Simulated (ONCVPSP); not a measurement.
Transferability test, ONCV potential for Br

* Element: Br (Z = 35)
* Generator: ONCVPSP 4.0.1
* Type: optimised norm-conserving Vanderbilt (ONCV)
* Functional: PW91
* Relativity: scalar-relativistic
* Frozen core: [Ar] 3d10
* Valence charge: 7
* Reference configuration: 4s1.5 4p5.5
* Partial waves: 4s: rc 1.25 bohr, ncon 5, nbas 10, qcut 5.8 1/bohr, 2 projectors, debl 2 Ha; 4p: rc 1.80 bohr, ncon 4, nbas 9, qcut 5.4 1/bohr, 2 projectors, debl 1.5 Ha
* Local potential: polynomial inside 0.85 bohr (lpopt 5, dvloc0 0 Ha)
* Core correction: Teter function, fcfact 3.5, rcfact 1.65

Energies are relative to the spin-unpolarised reference configuration 4s1.5 4p5.5; without spin polarisation the order of configurations can differ from experiment.

Q: Give the all-electron excitation energy and the error of the potential for: 4s2 4p5; 4s2 4p4; 4s2 4p3; 4s1 4p5.

A:

```json
{"valence configuration": "4s2 4p5", "charge": "0", "ΔE all-electron (eV)": "-6.173", "error AE − PS (meV)": "-0.6"}
{"valence configuration": "4s2 4p4", "charge": "+1", "ΔE all-electron (eV)": "6.438", "error AE − PS (meV)": "-9.1"}
{"valence configuration": "4s2 4p3", "charge": "+2", "ΔE all-electron (eV)": "29.270", "error AE − PS (meV)": "-57"}
{"valence configuration": "4s1 4p5", "charge": "+1", "ΔE all-electron (eV)": "19.465", "error AE − PS (meV)": "-13"}
```

Note: ghosts flagged at negative energy: s at -156.2 eV; GHOST(+) flagged for p at 140.7 eV. A true bound ghost makes a file unfit for plane-wave use.
